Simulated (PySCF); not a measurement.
B (boron, neutral) across methods

[He] 2s1 2p1 3d1, one real determinant (an excited configuration). All numbers are calculated (PySCF 2.14, the spin-free X2C one-electron Hamiltonian (Gaussian nucleus), in x2c-TZVPPall with one added diffuse shell each of s, p, d type (6s4p3d1f, 40 functions)).

| method | E (hartree) | mean ε 2s α (eV) | mean ε 2p α (eV) | mean ε 3d α (eV) | Σ⟨r²⟩ (bohr²) | ⟨S²⟩ |
| --- | --- | --- | --- | --- | --- | --- |
| PBEsol | -24.0617 | -14.879 | -9.120 | 0.638 | 36.43 | 3.750 |
| LDA | -23.9319 | -14.889 | -9.128 | 0.707 | 36.24 | 3.750 |
| wB97X | -24.2211 | -19.011 | -13.153 | -0.626 | 36.57 | 3.750 |
| revPBE | -24.2390 | -14.956 | -9.276 | 0.496 | 36.61 | 3.750 |
| r2SCAN | -24.2217 | -15.413 | -9.700 | 0.682 | 36.58 | 3.750 |
| CAM-B3LYP | -24.2012 | -17.943 | -12.141 | -0.107 | 36.41 | 3.750 |
| PBE0 | -24.1992 | -16.587 | -10.789 | 0.277 | 36.51 | 3.750 |
| PBE | -24.1954 | -14.960 | -9.283 | 0.550 | 36.51 | 3.750 |

(1) Estimate the same row for UHF.

⟨L²⟩ = 8.01 against 12 for a pure F term, so this real determinant mixes terms. The outer electron is Rydberg-like, and this basis confines it to a smaller radius and binds it less than a complete one would.

The highest occupied level is positive at PBEsol, LDA, revPBE, r2SCAN, PBE0, PBE: only the finite basis holds that electron, which in a density functional comes from self-interaction.

## Answers

(1) E (hartree) = -24.13902; mean ε 2s α (eV) = -21.103; mean ε 2p α (eV) = -15.040; mean ε 3d α (eV) = -0.303; Σ⟨r²⟩ (bohr²) = 36.67; ⟨S²⟩ = 3.750.
